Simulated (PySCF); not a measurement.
Ge(Cl)(Br)2(Me), SMILES [CH3][Ge]([Cl])([Br])[Br], B3LYP/def2-SVP optimised geometry.

```
8

C     -1.40    -2.05     1.56
Ge    -0.73    -1.10     0.00
Cl     1.44    -1.10     0.00
Br    -1.44     1.10     0.00
Br    -1.44    -2.12    -1.96
H     -1.03    -3.09     1.53
H     -2.50    -2.04     1.55
H     -1.03    -1.55     2.47
```

Density from B3LYP/def2-TZVP run with PySCF 2.14.0 at that geometry.

Minimum of the electron density along straight lines between bonded atoms, close to the bond critical point (lines longer than 1.1 times the sum of covalent radii, or with two minima, are not listed):

| bond | length / Å | ρ at the minimum / e bohr⁻³ | ∇²ρ there / e bohr⁻⁵ | position (fraction from the first atom) |
|---|---|---|---|---|
| C1–Ge2 | 1.949 | (withheld) | 0.04 | 0.52 |
| Ge2–Cl3 | 2.171 | (withheld) | (withheld) | 0.43 |
| Ge2–Br4 | 2.322 | 0.092 | 0.04 | 0.43 |
| Ge2–Br5 | 2.322 | 0.092 | 0.04 | 0.43 |
| C1–H6 | 1.099 | 0.272 | -0.91 | 0.65 |
| C1–H7 | 1.099 | 0.272 | -0.91 | 0.65 |
| C1–H8 | 1.099 | 0.272 | -0.91 | 0.65 |

Question: Fill in the missing entries.

Answer: 
- C1–Ge2, ρ at the minimum / e bohr⁻³: 0.131
- Ge2–Cl3, ρ at the minimum / e bohr⁻³: 0.103
- Ge2–Cl3, ∇²ρ there / e bohr⁻⁵: 0.14
